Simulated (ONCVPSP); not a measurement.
An all-electron radial function and its pseudo partner (Ta)

Columns: radius, all-electron u(r) and pseudo u(r) of the 5p shell (level -54.98 eV) of tantalum in the configuration [Kr] 4d10 4f14 5s2 5p6 5d3; PBEsol, scalar-relativistic, ONCV scheme, ONCVPSP 4.0.1.

```json
{"r (bohr)": "0.088", "all-electron": "0.0663", "pseudo": "0.0137"}
{"r (bohr)": "0.175", "all-electron": "0.3058", "pseudo": "0.0538"}
{"r (bohr)": "0.262", "all-electron": "-0.1664", "pseudo": "0.1192"}
{"r (bohr)": "0.350", "all-electron": "-0.4980", "pseudo": "0.2080"}
{"r (bohr)": "0.438", "all-electron": "-0.4700", "pseudo": "0.3139"}
{"r (bohr)": "0.525", "all-electron": "-0.2182", "pseudo": "0.4277"}
{"r (bohr)": "0.612", "all-electron": "0.1061", "pseudo": "0.5422"}
{"r (bohr)": "0.700", "all-electron": "0.4156", "pseudo": "0.6518"}
{"r (bohr)": "0.788", "all-electron": "0.6644", "pseudo": "0.7503"}
{"r (bohr)": "0.875", "all-electron": "0.8405", "pseudo": "0.8345"}
{"r (bohr)": "0.962", "all-electron": "0.9513", "pseudo": "0.9036"}
{"r (bohr)": "1.050", "all-electron": "1.0077", "pseudo": "0.9555"}
{"r (bohr)": "1.138", "all-electron": "1.0206", "pseudo": "0.9845"}
{"r (bohr)": "1.225", "all-electron": "1.0017", "pseudo": "0.9857"}
{"r (bohr)": "1.312", "all-electron": "0.9609", "pseudo": "0.9577"}
{"r (bohr)": "1.400", "all-electron": "0.9049", "pseudo": "0.9048"}
{"r (bohr)": "1.487", "all-electron": "0.8412", "pseudo": "0.8411"}
{"r (bohr)": "1.575", "all-electron": "0.7727", "pseudo": "0.7726"}
{"r (bohr)": "1.662", "all-electron": "0.7042", "pseudo": "0.7041"}
{"r (bohr)": "1.750", "all-electron": "0.6363", "pseudo": "0.6362"}
{"r (bohr)": "1.838", "all-electron": "0.5713", "pseudo": "0.5712"}
{"r (bohr)": "1.925", "all-electron": "0.5109", "pseudo": "0.5109"}
{"r (bohr)": "2.012", "all-electron": "0.4549", "pseudo": "0.4549"}
{"r (bohr)": "2.100", "all-electron": "0.4030", "pseudo": "0.4029"}
{"r (bohr)": "2.188", "all-electron": "0.3557", "pseudo": "0.3557"}
{"r (bohr)": "2.275", "all-electron": "0.3136", "pseudo": "0.3135"}
```

Q: How many radial nodes do the two functions have?

A: The all-electron 5p function has n − l − 1 = 3 (the table is too coarse to show those close to the nucleus); the pseudo-wave has 0, since the states of the same l below it are removed with the core.

Q: At about which radius was the pseudo-wave matched?

A: 1.40 bohr, where the columns begin to agree (steps of 0.09 bohr).

Q: Is the pseudo-wave norm-conserving?

A: Yes: the ONCV scheme keeps the norm inside the radius equal to the all-electron one, which fixes the energy derivative of the logarithmic derivative at the level.
